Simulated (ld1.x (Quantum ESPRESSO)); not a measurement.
**Before and after: ultrasoft potential for N**

* Element: nitrogen (N)
* Generator: ld1.x (Quantum ESPRESSO) 7.5
* Type: ultrasoft
* Functional: PBE
* Relativity: scalar-relativistic
* Frozen core: [He]
* Valence charge: 5
* Reference configuration: 2s1.75 2p3.25
* Partial waves: 2s (bound): rcut 1.00, rcutus 1.20 bohr; 2s channel at 0.45 Ry: rcut 1.00, rcutus 1.20 bohr; 2p (bound): rcut 1.25, rcutus 1.75 bohr; 2p channel at 3.6 Ry: rcut 1.25, rcutus 1.75 bohr; 3d channel at 0.2 Ry: rcut 1.30, rcutus 1.70 bohr; 3d channel at 2.55 Ry: rcut 1.30, rcutus 1.70 bohr
* Local potential: all-electron potential smoothed inside 1.65 bohr (lloc = -1)
* Core correction: a·sin(br)/r model core, default radius (core density twice the valence density)
* Augmentation charge: PSQ, inside the norm-conserving radii

Change: local potential all-electron potential smoothed inside 1.34 bohr (lloc = -1).

Cutoffs: the cutoffs (Ry, on a coarse ladder) from which the occupation-weighted sum of valence levels, in a spherical-Bessel basis at the reference potential, stays within 10 and 1 mRy of its value at 400 Ry; they do not see the model core or the augmentation charge, which bear on the density cutoff. Errors are all-electron minus pseudo energies relative to the spin-unpolarised reference configuration.

**Question.** Predict the effect on cutoff, ghosts and configuration errors.

**Answer.** The potential gets neither clearly harder nor softer (25 Ry and 35 Ry → 25 Ry and 40 Ry); of the 7 tests that both files solve, the error grows in 2 and shrinks in 1 by more than 15 % and 0.3 meV (median size 2.3 → 2.1 meV); neither file shows a bound ghost.

| quantity | base | changed |
| --- | --- | --- |
| cutoff, loose | 25 Ry | 25 Ry |
| cutoff, tight | 35 Ry | 40 Ry |
| bound ghosts | none | none |
| error for 2s2 2p3, meV [ΔE -2.87 eV] | -0.2 | -0.2 |
| error for 2s2 2p2, meV [ΔE 10.72 eV] | +2.8 | +5.5 |
| error for 2s2 2p1, meV [ΔE 39.57 eV] | +30 | +34 |
| error for 2s2 2p0, meV [ΔE 86.65 eV] | +55 | +65 |
| error for 2s1 2p3, meV [ΔE 22.50 eV] | -2.3 | +2.1 |
| error for 2s2 2p3.3, meV [ΔE -4.49 eV] | -0.4 | 0.0 |
| error for 2s1 2p4, meV [ΔE 8.63 eV] | -1.6 | -1.6 |
| s: phases at 1.91 bohr within 0.05 rad from the reference energy up to (Ry; the scan ends near 5) | to the end of the scan | to the end of the scan |
| p: phases at 1.91 bohr within 0.05 rad from the reference energy up to (Ry; the scan ends near 5) | to the end of the scan | to the end of the scan |
| d: phases at 1.91 bohr within 0.05 rad from the reference energy up to (Ry; the scan ends near 5) | to the end of the scan | to the end of the scan |
| lowest overlap eigenvalue by channel | s 0.50, p 0.89, d 0.97 | s 0.56, p 0.86, d 0.86 |
